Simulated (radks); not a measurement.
All-electron atom: the arsenic ion As24+ in [He] 2s2 2p5.

Calculated with a radial shooting solver on a logarithmic mesh with Libxc functionals: scalar-relativistic Kohn-Sham, PBE, spin-unpolarised, spherical densities, finite nucleus; Fermi nuclear charge, rms radius 4.0968 fm.

Energy parts (Ry):
total: -3681.97303
kinetic: 3766.28003
electron-nucleus: -7879.95368
Hartree: 528.85794
exchange-correlation: -97.15731

Orbitals (lengths in bohr, moments of r in powers of bohr; <r^-3> diverges for s and p1/2; r(90%) holds 90 % of the orbital's charge):
| orbital | occ. | eigenvalue (Ry) | <1/r> | <r> | r(90%) | <r^-3> |
|---|---|---|---|---|---|---|
| 1s | 2 | -951.6299 | 33.50 | 0.04543 | 0.0812 | - |
| 2s | 2 | -191.1136 | 7.603 | 0.1967 | 0.302 | - |
| 2p | 5 | -179.1759 | 7.438 | 0.1707 | 0.277 | 1184 |

The highest occupied level is 2p at -2437.8 eV. The electron density at the nucleus is 3.572e+04 e/bohr^3 (large components only).
